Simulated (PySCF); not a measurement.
PySCF input:

```python
from pyscf import gto, scf, dft

mol = gto.M(
    atom='''
    B    -0.00000000   -0.00000000   -0.78400376
    B     0.00000000    0.00000000    0.78400376
    ''',
    basis='def2-tzvpd',
    charge=0,
    spin=2,
    symmetry='D2h',
    verbose=4,
)

mf = dft.UKS(mol, xc='m06l').density_fit(auxbasis='def2-universal-jkfit')
mf.grids.level = 4
mf.conv_tol = 1e-9
mf.max_cycle = 100
mf.max_memory = 1500
mf.kernel()
if not mf.converged:
    mf = mf.newton()
    mf.kernel(mf.make_rdm1())
mf.analyze()
```

Question: What final total energy does it print?

Answer: -49.41469 Eh (M06-L/def2-TZVPD).
